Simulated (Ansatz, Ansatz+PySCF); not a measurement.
```xyz
2

C     0.0000    0.0000   -1.9339
O     0.0000    0.0000    1.4504
```

Basis set: cc-pVDZ (spherical functions). Correlated methods keep 2 orbitals frozen. Charge 0, multiplicity 1.

Computed with Ansatz (development build ahead of 0.2.0); each method stands on the lowest determinant of its kind that the runs found. Restricted functionals stand beside restricted open-shell atoms, which can lie above the unrestricted atoms usual in DFT and then raise those values.

Task: Give the atomization energy at this shape (free ground-state atoms in the same class of orbitals less the molecule, no zero-point energy) of singlet CO by ωB97X (unrestricted), r²SCAN (unrestricted), PBE0 (unrestricted), PBE (unrestricted), ωB97X (restricted), r²SCAN (restricted), PBE (restricted), UHF-CCSDT(Q), UHF-CCSD(T), UHF-MP2, PBE0 (restricted), UHF.

Result:

| method | atomization energy |
| --- | --- |
| ωB97X (unrestricted) | 6.4 kJ/mol |
| r²SCAN (unrestricted) | 8.1 kJ/mol |
| PBE0 (unrestricted) | 6.9 kJ/mol |
| PBE (unrestricted) | 15.7 kJ/mol |
| ωB97X (restricted) | -405.9 kJ/mol |
| r²SCAN (restricted) | -359.1 kJ/mol |
| PBE (restricted) | -204.7 kJ/mol |
| UHF-CCSDT(Q) | 5.5 kJ/mol |
| UHF-CCSD(T) | 5.1 kJ/mol |
| UHF-MP2 | 4.9 kJ/mol |
| PBE0 (restricted) | -428.2 kJ/mol |
| UHF | 3.9 kJ/mol |

Caution for ωB97X (unrestricted), r²SCAN (unrestricted), PBE0 (unrestricted), PBE (unrestricted), ωB97X (restricted), r²SCAN (restricted), PBE (restricted), PBE0 (restricted): charge can spread falsely over distant fragments. Caution for ωB97X (unrestricted), PBE0 (unrestricted), UHF-CCSDT(Q), UHF-CCSD(T), UHF-MP2, UHF: the unrestricted determinant is a mixture of spin states. Caution for r²SCAN (unrestricted), PBE (unrestricted): the unrestricted determinant is spin contaminated. Caution for ωB97X (restricted), r²SCAN (restricted), PBE (restricted), PBE0 (restricted): an unrestricted determinant lies well below; the molecule lies well above its atoms at this level. Caution for UHF-CCSDT(Q), UHF-CCSD(T), UHF-MP2: a plain start can end on a higher determinant; bonds are stretched, where a single reference can fail. Caution for UHF-CCSD(T): another reference gives a lower total.
